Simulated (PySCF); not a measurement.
Computed vibrations of ErO(OH)

ErO(OH) (singlet in the valence; each metal's 4f electrons, 11 of them, lie in its core potential, out of spins and levels). PySCF 2.14.0, RKS PBE0, Er lcecp-1-SVP with ECP57, O def2-SVP, H def2-SVP; non-relativistic Hamiltonian with scalar-relativistic core potentials where named; density fitting; no spin-orbit coupling. Central differences of gradients.

```xyz
4

Er    0.0632   -0.0112   -0.1731
O     1.3189    0.0596    1.1422
O    -1.8306    0.0503    0.5644
H    -2.2842    0.1064    1.4079
```

Run from Python with OMP_NUM_THREADS=2. Where DIIS fails, smearing, a level shift and second-order steps follow.
It took 53 s on 2 threads of Arm Neoverse V1, on a shared host.

Task: What are the harmonic wavenumbers and infrared intensities?

Result: Modes are labelled in Cs; negative numbers are unstable modes, those under 60 cm⁻¹ near the noise; a finer grid moves soft modes by up to 10 cm⁻¹.
| cm⁻¹ | km/mol | symmetry |
| --- | --- | --- |
| 155 | 36.8 | a' |
| 427 | 146.6 | a' |
| 505 | 154.7 | a'' |
| 597 | 95.5 | a' |
| 824 | 156.8 | a' |
| 3969 | 105.3 | a' |

Task: Is this a minimum?

Result: Yes. Ideal gas at 298.15 K and 1 bar: S = 307.9 J/(mol K), Cp = 59.2 J/(mol K), H − H(0 K) = 13.5 kJ/mol (rigid rotor, harmonic modes, spin degeneracy alone, that of the 4f electrons in the core included).

An lcecp potential fixes the number of 4f electrons, so in runs with it no electron can move into or out of that shell.
